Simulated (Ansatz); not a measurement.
`[CH3][AlH][N]=C=O` + HCl → `O=C=[N][AlH][Cl]` + CH₄ at 400 K and 1 bar (ligand exchange at the Al–C bond).

Calculated with Ansatz (gas phase, PBE0-D4/def2-TZVP geometries, no zero-point term in ΔE). CCSD(T)/CBS adds triple-zeta CCSD(T) − MP2 to the extrapolated MP2 energy (def2 sets, frozen cores). This one scheme is used for every species. Each species was taken in one conformer, which may not be the lowest.

| species | CCSD(T)/CBS energy (Eh) | H − E (kJ/mol) | S (J/(mol·K)) |
| --- | --- | --- | --- |
| `[CH3][AlH][N]=C=O` | -450.45557 | 179.3 | 399.1 |
| HCl | -460.38127 | 29.6 | 195.4 |
| `O=C=[N][AlH][Cl]` | -870.43852 | 86.1 | 367.4 |
| CH₄ | -40.46206 | 131.3 | 197.2 |

H − E and S are ideal-gas, rigid-rotor, harmonic terms from PBE0-D4/def2-TZVP, for one conformer and one mirror image of each species. 1 Eh = 2625.50 kJ/mol, R = 8.31446 J/(mol·K).

Task: By hand: ΔE, ΔH, ΔS and ΔG.

Result: ΔE = (-870.43852) + (-40.46206) − (-450.45557) − (-460.38127) = -0.06374 Eh = -167.3 kJ/mol. Δ(H − E) = 86.1 + 131.3 − 179.3 − 29.6 = 8.5, so ΔH = -158.8 kJ/mol. ΔS = 367.4 + 197.2 − 399.1 − 195.4 = -29.9 J/(mol·K). ΔG = -158.8 − 400 × (-29.9)/1000 = -146.8 kJ/mol.

Task: By hand: the equilibrium constant, and the temperature at which ΔG would vanish if ΔH and ΔS stayed fixed.

Result: log₁₀ K = −ΔG/(RT ln 10) = 19.2. ΔG = 0 at ΔH/ΔS = 5311 K, far beyond where these terms or the molecules hold.

ΔH outweighs TΔS. A doubt of 5 kJ/mol in ΔE shifts log₁₀ K by 0.7 here. Other conformers and mirror images would add mixing entropy, several J/(mol·K) or more a flexible species. Modes under 60 cm⁻¹, often nearly free rotors, make the harmonic entropy too high. These are equilibria of isolated gas molecules and say nothing of rates. Largest T1 diagnostic: 0.015 (customary marks: 0.02 for closed shells, 0.045 for open ones).
